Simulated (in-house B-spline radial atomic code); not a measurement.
Orbital energies and mean radii along the 51-electron series, configuration [Kr] 4d10 5s2 5p3. The effective charge is n√(-2ε), a non-relativistic measure. Computed with a radial B-spline atomic code at the basis-set limit: non-relativistic Hartree-Fock, average of the configuration, point nuclei.

This level leaves out relativity, spin-orbit splitting included, which matters for heavy ions.

```tsv
ion	Z	energy of 3s (Eh)	mean radius of 3s (bohr)	energy of 4p (Eh)	mean radius of 4p (bohr)	energy of 4s (Eh)	mean radius of 4s (bohr)	effective charge of 3s
Sb	51	-33.648	0.342	-4.4562	0.86734	-6.0748	0.8215	24.61
Te+	52	-36.09	0.33386	-5.2847	0.83512	-6.9804	0.79429	25.488
I2+	53	-38.681	0.32609	-6.2122	0.80511	-7.986	0.76871	26.387
Xe3+	54	-41.412	0.31867	-7.2265	0.77711	-9.0793	0.74465	27.302
Cs4+	55	-44.274	0.31156	-8.3211	0.75095	-10.254	0.72198	28.23
Ba5+	56	-47.263	0.30476	-9.492	0.72647	-11.505	0.70061	29.167
La6+	57	-50.378	0.29823	-10.737	0.70352	-12.83	0.68044	30.113
Ce7+	58	-53.615	0.29197	-12.053	0.68198	-14.228	0.66137	31.066
```

Problem. How does the screening of 3s change?

Solution. Z less the effective charge goes from 26.39 at Z = 51 to 26.93 at Z = 58.
